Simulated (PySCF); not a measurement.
Molecule: `N#C[C-](C#N)CC(F)F`, [C5H3F2N2]-.

Bonds (- single, = double, # triple, : aromatic): N1#C2, C2-C3, C3-C4, C4#N5, C3-C6, C6-C7, C7-F8, C7-F9. C6 carries H10, H11; C7 carries H12. Formal charges: C3 -1.

Total charge -1.

Frames of a GFN2-xTB Langevin trajectory at 600 K; GIAO PBE0/pcSseg-1 shieldings in PySCF 2.14, gas phase, non-relativistic; equivalent atoms averaged within each frame.

δ = σ(ref) − σ, references computed at the same level: $^{15}$N (σref 267.73) vs NH3; $^{13}$C (σref 186.93), $^{1}$H (σref 31.72) against TMS; $^{19}$F (σref 170.95) vs CFCl3. The references are static minima.

**Question.** How do the shifts (ppm) fluctuate along the trajectory?

**Answer.** 
| time (fs) | N1/N5 | C2/C4 | C7 | C6 | C3 | F8/F9 | H12 | H10/H11 |
| --- | --- | --- | --- | --- | --- | --- | --- | --- |
| optimised geometry | 294.8 | 136.5 | 124.4 | 45.2 | 0.1 | -139.0 | 5.82 | 2.17 |
| 250 | 301.8 | 138.3 | 122.9 | 51.3 | 10.4 | -142.1 | 5.05 | 2.72 |
| 425 | 299.5 | 139.5 | 131.7 | 41.8 | 0.3 | -89.3 | 6.45 | 2.23 |
| 625 | 321.8 | 142.9 | 122.0 | 57.3 | 7.0 | -140.6 | 6.05 | 3.38 |
| 800 | 297.7 | 139.3 | 136.9 | 40.1 | 0.5 | -107.4 | 7.17 | 1.91 |
| 1000 | 305.2 | 139.8 | 135.3 | 59.4 | 0.4 | -108.6 | 6.85 | 4.03 |
| mean of frames | 305.2 | 139.9 | 129.8 | 50.0 | 3.7 | -117.6 | 6.31 | 2.86 |
| standard deviation | 9.7 | 1.7 | 6.9 | 8.8 | 4.7 | 23.0 | 0.82 | 0.86 |

5 frames give an uncertainty of the mean of about the standard deviation over 2.2 at best, since frames this close in time may not be independent; classical motion lacks zero-point vibration, and the reference would need the same averaging.
